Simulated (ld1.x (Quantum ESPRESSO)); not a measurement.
# gallium (Ga), PAW: configuration errors across variants

ld1.x (Quantum ESPRESSO) 7.5 input, shortened:

```
&input
   title='Ga', zed=31., rel=1, dft='PBE', iswitch=3,
   config='[Ar] 3d10 4s2 4p1 4f-2'
 /
 &inputp
   pseudotype=3, lpaw=.true., tm=.true., lloc=-2, rcloc=0.95,
   nlcc=.true., new_core_ps=.true., rcore=0.60,
   which_augfun='BESSEL', rmatch_augfun=0.65
 /
8
4S  1  0   2.00   0.00  1.35  1.80  0.0
4S  1  0   0.00   0.70  1.35  1.80  0.0
4P  2  1   1.00   0.00  2.30  3.00  0.0
4P  2  1   0.00   0.15  2.30  3.00  0.0
3D  3  2  10.00   0.00  0.90  1.15  0.0
3D  3  2   0.00  -0.10  0.90  1.15  0.0
4F  4  3  -2.00   0.25  2.15  2.80  0.0
4F  4  3  -2.00   0.70  2.15  2.80  0.0
 &test
   configts(1)='3d10 4s2 4p1'
 /
```

All-electron excitation energies from the reference (eV): (1) 3d10 4s2 4p0 5.688; (2) 3d10 4s1 4p0 26.816; (3) 3d10 4s0 4p0 58.088; (4) 3d9 4s0 4p0 121.965; (5) 3d10 4s1 4p1 13.060; (6) 3d10 4s2 4p1.3 -0.534; (7) 3d10 4s0 4p3 13.371.

The overlap operator is not positive definite (basis up to 400 Ry) in “base”, “waves 4f channel at 0.25 Ry: rcut 2.15, rcutus 3.68 bohr; 4f channel at 0.7 Ry: rcut 2.15, rcutus 3.68 bohr”, “waves 3d (bound): rcut 0.90, rcutus 1.74 bohr; 3d channel at -0.1 Ry: rcut 0.90, rcutus 1.74 bohr”, “core correction Bessel-smoothed model core inside 1.00 bohr”, “wave 3d channel at -0.1 Ry: rcut 0.90, rcutus 1.15 bohr becomes 3d channel at -1.19 Ry: rcut 0.90, rcutus 1.15 bohr”, “augmentation BESSEL, radius 0.85 bohr”, “waves 4p (bound): rcut 2.30, rcutus 3.40 bohr; 4p channel at 0.15 Ry: rcut 2.30, rcutus 3.40 bohr”, “local potential all-electron potential smoothed inside 1.65 bohr (lloc = -1)”. Such files are unfit for use, however small their errors in these radial tests.

Tests that are not counted but printed errors over 1 eV. “waves 3d (bound): rcut 0.90, rcutus 1.74 bohr; 3d channel at -0.1 Ry: rcut 0.90, rcutus 1.74 bohr”: 3d9 4s0 4p0 (solver errors, printed error -1346 eV).

2 further variants failed, have other tests or too few solved ones, and are left out.

A true bound ghost makes a file unfit for plane-wave use even where its test errors are small: the radial tests pick states by their node count and pass the ghost by.

Errors AE − PS in meV (a dash: test not solved or not reliable):

| change | (1) | (2) | (3) | (4) | (5) | (6) | (7) | bound ghosts |
| --- | --- | --- | --- | --- | --- | --- | --- | --- |
| base | +7.3 | +14 | +14 | -393 | -2.3 | +0.2 | +9.2 | not determined (overlap not positive) |
| waves 4f channel at 0.25 Ry: rcut 2.15, rcutus 3.68 bohr; 4f channel at 0.7 Ry: rcut 2.15, rcutus 3.68 bohr | +7.3 | +14 | +14 | -393 | -2.3 | +0.2 | +9.2 | not determined (overlap not positive) |
| waves 3d (bound): rcut 0.90, rcutus 1.74 bohr; 3d channel at -0.1 Ry: rcut 0.90, rcutus 1.74 bohr | +3.0 | +3.7 | -10 | – | -2.1 | +0.1 | -4.3 | not determined (overlap not positive) |
| core correction Bessel-smoothed model core inside 1.00 bohr | +7.3 | +14 | +14 | -393 | -2.3 | +0.2 | +9.2 | not determined (overlap not positive) |
| wave 3d channel at -0.1 Ry: rcut 0.90, rcutus 1.15 bohr becomes 3d channel at -1.19 Ry: rcut 0.90, rcutus 1.15 bohr | +50 | +48 | +26 | +71 | -16 | -2.5 | +60 | not determined (overlap not positive) |
| augmentation BESSEL, radius 0.85 bohr | +6.7 | +12 | +12 | -393 | -2.5 | +0.2 | +9.3 | not determined (overlap not positive) |
| waves 4p (bound): rcut 2.30, rcutus 3.40 bohr; 4p channel at 0.15 Ry: rcut 2.30, rcutus 3.40 bohr | +5.0 | +8.9 | +3.6 | -379 | -0.8 | +0.2 | -4.1 | not determined (overlap not positive) |
| local potential all-electron potential smoothed inside 1.65 bohr (lloc = -1) | +3.2 | +5.6 | +5.0 | -392 | -2.4 | +0.1 | +1.0 | not determined (overlap not positive) |

(1) Give the same row for: type TM; waves now 4s (bound): rc 1.80 bohr; 3d (bound): rc 1.15 bohr; 4f channel at 0.25 Ry: rc 2.80 bohr; 4p (bound): rc 3.00 bohr; local potential the p channel.

Answers

(1) -3.3, -34, -94, -777, 0.0, +0.1, +16; bound ghosts: s.
